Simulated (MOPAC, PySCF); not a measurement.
[Hf(F)(NH2)3], neutral singlet in the gas phase. 

Cartesian coordinates (Å):
```xyz
11

Hf     0.1141    -0.0420    -0.0548
F      0.8807     1.7294     0.1370
N     -1.6465    -0.2149     0.9680
H     -1.8254     0.1706     1.8958
H     -2.5216    -0.6037     0.6205
N     -0.2757    -0.4859    -2.0110
H     -0.0323    -1.3428    -2.5051
H     -0.6661     0.1650    -2.6931
N      1.3716    -1.4879     0.6551
H      2.3828    -1.5026     0.5192
H      1.1320    -2.2564     1.2793
```
Charge 0, spin multiplicity 1.

All levels are single points at this geometry (r2SCAN-D4/def2-SVP); Pople sets use spherical d functions. Orbital energies aren't observables, and empty levels follow the basis.

```
level                                     HOMO (eV)  LUMO (eV)  gap (eV)  dipole (D)  vertical IE, Delta-SCF (eV)
----------------------------------------  ---------  ---------  --------  ----------  ---------------------------
B3LYP-D3(BJ)/def2-TZVP in PySCF               -6.80      -0.36      6.44        2.04                            –
PBE-D3(BJ)/def2-TZVP in PySCF                 -5.64      -0.73      4.91        2.00                            –
TPSSh-D3(BJ)/def2-TZVP in PySCF               -6.25      -0.26      5.99        1.97                            –
B3LYP/6-311+G** (LANL2DZ on Hf) in PySCF      -6.98      -0.51      6.47        2.26                            –
B3LYP/6-31G* (LANL2DZ on Hf) in PySCF         -6.51       0.19      6.70        2.11                         8.62
B3LYP/LANL2DZ in PySCF                        -6.66       0.08      6.74        2.60                            –
BP86/6-31G* (LANL2DZ on Hf) in PySCF          -5.45      -0.49      4.97        2.08                            –
M06-2X/6-31G* (LANL2DZ on Hf) in PySCF        -8.21       0.74      8.96        2.17                            –
PBE/6-31G* (LANL2DZ on Hf) in PySCF           -5.35      -0.39      4.96        2.08                            –
SVWN5/6-31G* (LANL2DZ on Hf) in PySCF         -5.50      -0.56      4.94        2.19                         8.40
HF/6-31G* (LANL2DZ on Hf) in PySCF           -10.29       2.18     12.47        2.10                            –
PM6 in MOPAC                                  -9.31      -1.01      8.30        4.38                            –
PM7 in MOPAC                                  -9.59       1.60     11.19        3.25                            –
```
